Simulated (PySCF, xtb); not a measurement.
tosylate (C7H7O3S), SMILES S([O-])(=O)(c1ccc(C)cc1)=O, charge -1.

xtb with GFN2-xTB at its own geometry gives an orbital gap of 3.09 eV.

Coordinates come from a PBE0-D3(BJ)/def2-SVPD optimisation. The values are those of a single conformer.

**Question.** What does HF/def2-SVPD in PySCF give? (An estimate is asked for; the answer gives what the named calculation found.)

**Answer.** gap 10.59 eV (levels -5.75 and 4.84 eV).
